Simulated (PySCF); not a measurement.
Compound: C8H13FP (charge +1).
Numbering: `[CH3:1]/[CH:2]=[CH:3]/[P@@+:4]1([CH3:5])[CH:6]=[C:7]([F:8])[CH2:9][CH2:10]1`

Structure used (GFN2-xTB), in Å, numbered top down from 1:
```xyz
23
C8H13FP angstrom
C      3.747    0.310    0.078
C      2.396   -0.268   -0.068
C      1.268    0.398    0.189
P     -0.372   -0.282    0.024
C     -0.358   -2.006   -0.529
C     -1.349   -0.074    1.500
C     -2.456    0.616    1.206
F     -3.376    0.912    2.102
C     -2.707    1.071   -0.194
C     -1.452    0.769   -1.028
H      4.326   -0.283    0.786
H      3.715    1.341    0.416
H      4.273    0.258   -0.874
H      2.357   -1.295   -0.410
H      1.285    1.424    0.538
H      0.168   -2.621    0.201
H      0.138   -2.080   -1.497
H     -1.385   -2.357   -0.618
H     -1.086   -0.446    2.475
H     -3.588    0.552   -0.581
H     -2.950    2.136   -0.194
H     -0.909    1.685   -1.273
H     -1.687    0.264   -1.966
```

Probes without a nucleus sit at each ring's centroid and 1 Å off its mean plane on both sides; NICS is minus the shielding there, NICSzz its component along the normal. Level: GIAO PBE0/pcSseg-1 (PySCF, non-relativistic, gas phase) on the GFN2-xTB geometry, one conformer.

Ring bond lengths (Å), with Mayer bond orders in brackets: P4–C6 1.782 (1.05), C6–C7 1.337 (1.73), C7–C9 1.494 (1.05), C9–C10 1.537 (1.00), C10–P4 1.838 (0.97).

Q: Give the NICS values of each ring in ppm.

A: 
| ring | type | NICS(0) | NICS(1), two faces | NICS(1)zz, two faces | rms pucker (Å) | centre to ring atoms, mean (Å) |
| --- | --- | --- | --- | --- | --- | --- |
| P4–C6–C7–C9–C10 | 5-membered ring with P; formal bonds 1 double, 4 single | -5.5 | -3.7 / -3.7 | -2.3 / -2.6 | 0.05 | 1.35 |

Q: What can be read from them?

A: 
- P4–C6–C7–C9–C10: mean NICS(1)zz -2.5 ppm, near zero. P4, C9, C10 have four or more neighbours, and the NICS criterion for π rings isn't applied.

Q: At the first NICS(1) probe listed for ring P4–C6–C7–C9–C10, 1 Å off the ring, what do the in-plane components average?

A: The isotropic value is a third of the trace: (3 × -3.7 − (-2.3))/2 = -4.4 ppm.

Q: Give the inner angles of the rings and the Hirshfeld charges of the ring atoms.

A: 
- P4–C6–C7–C9–C10: P4 94.9° (+0.464 e), C6 109.4° (-0.123 e), C7 120.2° (+0.145 e), C9 108.1° (-0.056 e), C10 106.4° (-0.080 e); sum 539.0° against 540° for a flat convex ring.

Q: How shielded are the nuclei of the rings and their hydrogens (means over atoms taken as equivalent)?

A: 
| atoms | environment | σ isotropic (ppm) |
| --- | --- | --- |
| P4 | phosphonium phosphorus | 288.7 |
| C6 | alkene CH carbon | 91.4 |
| C7 | vinylic C–F carbon | -6.0 |
| C9 | allylic carbon | 154.0 |
| C10 | sp3 carbon bound to phosphorus | 163.4 |
| H19 | vinylic hydrogen | 26.26 |
| H20 | methylene hydrogen | 28.44 |
| H21 | methylene hydrogen | 28.39 |
| H22 | methylene hydrogen | 29.02 |
| H23 | methylene hydrogen | 29.13 |
